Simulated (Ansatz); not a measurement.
Input for Ansatz (development build ahead of 0.2.0):

```yaml
crystal:
  periodic: [false, false, false]
  atoms:
    - { symbol: Cu, position_ang: [0.0, 0.0, 0.0] }
    - { symbol: V, position_ang: [0.0, 0.0, 5.412] }
basis:
  gaussian: { orbitals: pcseg-2 }
magnetization:
  initial_magnetization: 2
hamiltonian:
  xc: pbe0
```

The input is written out in the form of the current development build from the run's settings.

Results

```json
{
 "Converged": "yes",
 "Total energy": "-2583.90057 hartree",
 "Spin squared of the determinant": "2.000",
 "Stability test": "minimum among restricted orbitals"
}
```

Caution: stretched shape with no unrestricted run beside it, a lower state can exist; charge can spread falsely over distant fragments; other spin multiplicities were not run.
